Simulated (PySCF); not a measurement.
Compound: ClH₈PSi₃.
Bonds: Si1–Si2, Si2–Si3, Si2–P4, Si2–Cl5. Hydrogens: H6, H7, H8 on Si1; H9, H10, H11 on Si3; H12, H13 on P4.

Level of theory: PBE0-D3(BJ)/def2-SVP geometry optimisation, gas phase in PySCF.

(1) What internal coordinates does the optimisation give?

Answers

(1) 
| bond | length (bohr) |
| --- | --- |
| Si1–Si2, Si2–Si3 | 4.426 |
| Si2–P4 | 4.288 |
| Si2–Cl5 | 3.956 |
| Si1–H6 and 5 like bonds | 2.825 |
| P4–H12, P4–H13 | 2.704 |

Bonds in one row agree within 0.02 bohr and their mean is given. A selection of angles:
| angle | degrees |
| --- | --- |
| Si2–Si1–H6 | 109.0 |
| Si2–Si1–H8 | 110.9 |
| H6–Si1–H7 | 109.1 |
| Si1–Si2–Si3 | 113.6 |
| Si1–Si2–P4 | 112.7 |
| Si1–Si2–Cl5 | 106.8 |
| Si3–Si2–P4 | 108.6 |
| P4–Si2–Cl5 | 107.4 |
| Si2–P4–H12 | 93.9 |
| Si2–P4–H13 | 91.8 |
| H12–P4–H13 | 93.6 |

Si2 (chlorine-bound silicon) is distorted tetrahedral (angles from 106.8° to 113.6°). Si1 (SiH3 silicon) is tetrahedral (angles from 109.0° to 110.9°). P4 (three-coordinate phosphorus) is pyramidal (angles 93.9°, 93.6° and 91.8°, sum 279.4°, 0.87 Å off the plane of its three neighbours).

No frequency check. One conformer, not necessarily the lowest (Si1–Si2–P4–H -42° and 52°).
